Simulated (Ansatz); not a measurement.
Coupled-cluster run, Br$_{3}$In, SMILES `[Br][In]([Br])[Br]`.

```yaml
crystal:
  periodic: [false, false, false]
  atoms:
    - {symbol: Br, position_ang: [1.685222, -0.093740, 1.767089]}
    - {symbol: In, position_ang: [0.013887, -0.015089, -0.005222]}
    - {symbol: Br, position_ang: [-1.179761, -2.041404, -0.645263]}
    - {symbol: Br, position_ang: [-0.463848, 2.090033, -1.136903]}
basis:
  gaussian: {orbitals: def2-SVP}
correlation: {method: ccsd_t}
```

```sh
$ ansatz run in.yaml --threads 4 --pin off --events-out ev --progress --plain --max-ram 10444MiB
```

The program prints (abridged):

```
Functional definition: HF
1248 factors; integrals over basis functions are off by at most 2.3e-4 eV
mean field evaluation 1: about -215123.5706 eV, gradient 1.9e1 eV
mean field evaluation 2: about -215123.6133 eV, gradient 1.9e1 eV
mean field evaluation 4: about -215124.8774 eV, gradient 1.3e0 eV
mean field evaluation 8: about -215124.8903 eV, gradient 2.6e-5 eV
mean field -215124.89027523 eV, -7905.6939007267 hartree, gradient 7.6e-6 eV, S^2 0.000000; 0 other end points of the search recorded, 0 dependent functions left out
31 core orbitals not correlated: weight in the atoms' cores, before any rotation towards them, 1.000 or more for the frozen orbitals, at most 0.000 for the correlated occupied ones
reference -215124.89027523 eV, -7905.6939007267 hartree; 32, 32 occupied and 59, 59 virtual orbitals, 1248 factors
second order -20.71260366 eV of doubles, -0.00000000 eV of singles
cycle   1  -20.46849984 eV  change    2.4e-1 eV  update   8.1e-2
cycle   2  -20.85811547 eV  change   -3.9e-1 eV  update   2.3e-2
cycle   3  -20.89670826 eV  change   -3.9e-2 eV  update   1.2e-2
cycle   4  -20.87963698 eV  change    1.7e-2 eV  update   2.7e-3
cycle   5  -20.88073829 eV  change   -1.1e-3 eV  update   1.0e-3
cycle   6  -20.88060380 eV  change    1.3e-4 eV  update   2.6e-4
cycle   7  -20.88044656 eV  change    1.6e-4 eV  update   6.9e-5
cycle   8  -20.88047456 eV  change   -2.8e-5 eV  update   2.3e-5
perturbative correction -0.48740203 eV, -0.0179116941 hartree
Total energy: -215146.25815181 eV, -7906.4791557075 hartree
```

Hardware: 4 threads of an Intel Xeon Platinum 8488C on a shared host. Wall time 8.5 s, peak host memory 0.65 GiB.

MP2 recovers 96.9 % of the CCSD(T) correlation energy and the triples give 2.3 %; T1 = 0.0074.
